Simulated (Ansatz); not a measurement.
A nudged elastic band was laid between two geometries of AlClH8HfN2O2 (15 atoms, charge 0, multiplicity 1).

The calculation used RHF/def2-SVP (Ansatz 0.2.0).

| Quantity | Value |
| --- | --- |
| movable images | 7 |
| climbing image | yes |
| spring | 5.0 eV/Å² |
| optimiser | quadratic models (default) |
| start path | through a guess of the saddle point |
| force threshold | 0.05 eV/Å |
| iteration limit | 60 |
| end points | relaxed |

Image 0:

```xyz
15
Properties=species:S:1:pos:R:3
Hf 0.317 -0.091 0.334
O 0.616 0.709 2.063
H 0.763 1.166 2.870
N 2.109 0.250 -0.612
H 2.889 0.743 -0.214
H 2.329 0.025 -1.567
N -1.304 0.966 -0.356
H -1.732 0.873 -1.260
H -1.749 1.726 0.130
Cl -0.225 -1.945 -1.666
O -0.021 -2.065 1.194
Al -0.390 -3.470 0.044
H 0.815 -4.489 0.000
H -1.882 -3.958 0.216
H 0.029 -2.188 2.133
```

Image 8:

```xyz
15
Properties=species:S:1:pos:R:3
Hf 0.167 -0.447 -0.369
O 0.165 0.160 1.958
H 0.944 0.628 2.231
N 2.100 0.296 -0.372
H 2.933 -0.267 -0.373
H 2.366 1.235 -0.615
N -1.272 1.033 -0.387
H -1.779 1.315 -1.209
H -1.657 1.511 0.408
Cl -0.196 -1.292 -2.637
O -0.039 -2.188 0.564
Al -0.344 -3.858 0.531
H 0.821 -4.846 0.139
H -1.763 -4.386 0.979
H 0.115 -0.642 2.463
```

Problem. Which bonds break or form, and what moves?

Solution. Bonds broken: Cl10–Al12, O11–H15. Bonds formed: O2–H15.

Problem. What energy profile does the band end with?

Solution. The forces met the threshold. The highest image is number 4 of 0 to 8, 128.4 kJ/mol above the first end and 46.6 kJ/mol above the last; the last end lies 81.7 kJ/mol above the first. A structure lower than the last end lies on the path between it and the top, so the climb from that side starts below the end, which may itself be a saddle point or a shallow side well. A vibrational analysis at the climbing image gives one clearly imaginary mode, 1559i cm⁻¹: a first-order saddle point. The orbitals stay closed-shell, which can raise the energy where a bond breaks towards radicals; this wasn't checked here.

```
image  path coordinate (Å)  energy (kJ/mol)  Cl10–Al12 (Å)  O11–H15 (Å)  O2–H15 (Å)
    0                 0.00              0.0           2.30         0.95        2.96
    1                 0.83              2.7           2.30         0.95        2.83
    2                 1.65              7.8           2.30         0.95        2.65
    3                 2.48             26.8           2.35         0.95        2.12
    4                 3.31            128.4           2.52         1.24        1.17
    5                 4.07             82.5           2.65         1.94        0.96
    6                 4.83             79.5           2.90         2.34        0.95
    7                 5.59             81.8           3.56         2.34        0.95
    8                 6.34             81.7           4.08         2.45        0.95
```

Problem. What is the geometry of the highest image?

Solution. 
```xyz
15
Properties=species:S:1:pos:R:3:forces:R:3
Hf 0.232 -0.301 -0.050 0.00 -0.01 0.01
O 0.341 0.046 2.077 -0.01 0.02 -0.01
H 0.827 0.528 2.726 0.01 -0.01 0.00
N 2.024 0.336 -0.791 0.00 0.00 -0.01
H 2.882 -0.190 -0.818 0.00 0.00 0.00
H 2.191 1.225 -1.231 0.00 0.00 0.00
N -1.223 1.096 -0.400 0.00 -0.01 0.00
H -1.567 1.372 -1.305 0.00 0.00 0.00
H -1.802 1.529 0.299 0.00 0.00 0.00
Cl -0.441 -2.177 -1.690 0.00 0.01 -0.03
O 0.133 -1.994 1.158 0.00 0.01 0.03
Al -0.332 -3.531 0.433 0.00 0.01 0.00
H 0.844 -4.557 0.184 0.00 0.00 0.01
H -1.813 -4.011 0.695 0.00 0.00 0.00
H 0.268 -1.118 2.021 0.00 -0.02 0.00
```

Time of the run: 13 min on 4 threads of Arm Neoverse V2, on a shared host, peak memory 0.53 GiB.
